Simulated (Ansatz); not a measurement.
Basis-set extrapolation for C3H5AlClF (`C=C[CH2][Al]([F])[Cl]`) (PBE0-D4/def2-TZVP geometry, frozen core, Ansatz 0.2.0). Multiplicity 1, RHF reference.

```json
{"": "HF", "def2-TZVPP": "-917.620487", "def2-QZVPP": "-917.650489"}
{"": "MP2 correlation", "def2-TZVPP": "-1.008976", "def2-QZVPP": "-1.090980"}
{"": "CCSD(T) correlation", "def2-TZVPP": "-1.095190", "def2-QZVPP": "not run"}
```

Energies in hartree. Use E(X) = E(∞) + A·exp(−7.88·√X) for Hartree–Fock and E(X) = E(∞) + B·X^(−2.97) for correlation, with X = 3 and 4, and add CCSD(T) minus MP2 of the smaller set to the MP2 limit.

Task: What is the CCSD(T) energy at the basis-set limit?

Result: HF limit: -917.650489 + (-0.030002) × 0.13774 = -917.65462. MP2 limit: -1.090980 + (-0.082004) × 0.74074 = -1.15172. Higher-order term: -1.095190 − (-1.008976) = -0.08621. Total: -918.89255 hartree, 464.4 kJ/mol below CCSD(T)/def2-TZVPP.
